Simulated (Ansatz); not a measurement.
Geometry optimisation, DFT PBE, scalar-relativistic, plane waves, PAW in Ansatz 0.2.0.

The input (input.yaml):

```yaml
crystal:
  lattice:
    - [10.04, 0.0, 0.0]
    - [0.0, 10.04, 0.0]
    - [0.0, 0.0, 10.04]
  atoms:
    - { symbol: Ba, position: [0.0, 0.0, 0.0] }
    - { symbol: Ba, position: [0.5, 0.0, 0.0] }
    - { symbol: Ba, position: [0.0, 0.5, 0.0] }
    - { symbol: Ba, position: [0.0, 0.0, 0.5] }
    - { symbol: Ba, position: [0.25, 0.25, 0.25] }
    - { symbol: Ba, position: [0.5, 0.5, 0.0] }
    - { symbol: Ba, position: [0.5, 0.0, 0.5] }
    - { symbol: Ba, position: [0.75, 0.25, 0.25] }
    - { symbol: Ba, position: [0.0, 0.5, 0.5] }
    - { symbol: Ba, position: [0.25, 0.75, 0.25] }
    - { symbol: Ba, position: [0.25, 0.25, 0.75] }
    - { symbol: Ba, position: [0.5, 0.5, 0.5] }
    - { symbol: Ba, position: [0.75, 0.75, 0.25] }
    - { symbol: Ba, position: [0.75, 0.25, 0.75] }
    - { symbol: Ba, position: [0.25, 0.75, 0.75] }
    - { symbol: Ba, position: [0.75, 0.75, 0.75] }
    - { symbol: "N", position: [0.00350541, 0.12876567, 0.25553692] }
basis:
  ecutwfc: 420.0
kpoints:
  mp_grid: { grid: [2, 2, 2] }
hamiltonian:
  xc: pbe
scf:
  occupations: { method: fermi_dirac, width: 0.15 }
  lower_state_search: "off"
relax:
  f_tol: 0.03
  max_steps: 60
  adjacent_minimum: "off"
output:
  write_density: true
  write_potential: true
  elf: true
  volumetric_format: npy
```

Run as:

```bash
$ ansatz run input.yaml --threads 4 --pin off --max-ram 10240MiB --backend cpu --events-out ev --progress --plain --runs-dir out
```

Q: Where does it end, and by what steps?

A: The run converged. The force dipped under the threshold on the way, but the program's further checks kept it going. Limits of this set-up: coarse k mesh, odd electron count without spin, a small cell, in which the defect meets its images. After 4 steps the energy has fallen by 0.951 eV; Ba1 moved furthest, 0.31 Å.

```tsv
step	energy less start (eV)	largest force component (eV/Å)	accepted
0	0.0000	1.177	yes
1	-0.7922	0.638	yes
2	-0.8636	0.577	yes
3	-0.9509	0.020	yes
4	-0.9509	0.020	yes
```

```xyz
17
Lattice="10.0400 0.0000 0.0000 0.0000 10.0400 0.0000 0.0000 0.0000 10.0400" Properties=species:S:1:pos:R:3
Ba 0.002 0.115 0.288
Ba 5.023 -0.023 -0.015
Ba 0.002 5.074 -0.036
Ba 0.002 0.116 4.739
Ba 2.237 2.406 2.513
Ba 5.022 4.990 -0.004
Ba 5.023 -0.022 5.042
Ba 7.807 2.407 2.513
Ba 0.002 5.071 5.062
Ba 2.554 7.472 2.514
Ba 2.532 2.532 7.534
Ba 5.022 4.989 5.031
Ba 7.490 7.471 2.514
Ba 7.513 2.533 7.534
Ba 2.514 7.565 7.532
Ba 7.530 7.565 7.533
N 0.002 1.271 2.513
```

Whether the end is a true minimum wasn't checked by a vibrational analysis.

The run took 2.1 min on 4 threads of AMD EPYC 7R43 64-Core Processor (Zen 3), with other jobs on the host, peak memory 3.3 GiB.
